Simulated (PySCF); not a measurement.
Ti(H)3(SH) (H4STi), SMILES [SH][TiH3], multiplicity 1. The structure is a stationary point at PBE-D3(BJ)/def2-TZVP. The spin state was assumed, not searched.

Q: Give the equilibrium geometry at PBE-D3(BJ)/def2-TZVP (PySCF confirms it by a frequency run) as bond lengths and angles, and its point group. (The exact figures need the calculation; the answer reports its results.)

A: point group Cs.
Atoms: Ti1 H2 H3 H4 S5 H6. Bond lengths (Å): Ti1–H2 1.720, Ti1–H3 1.711, Ti1–H4 1.711, Ti1–S5 2.244, S5–H6 1.375. Bond angles (°): H2–Ti1–H3 113.2, H2–Ti1–H4 113.2, H2–Ti1–S5 105.2, H3–Ti1–H4 111.6, H3–Ti1–S5 106.5, H4–Ti1–S5 106.5, Ti1–S5–H6 76.9.
Charge 0, spin multiplicity 1.
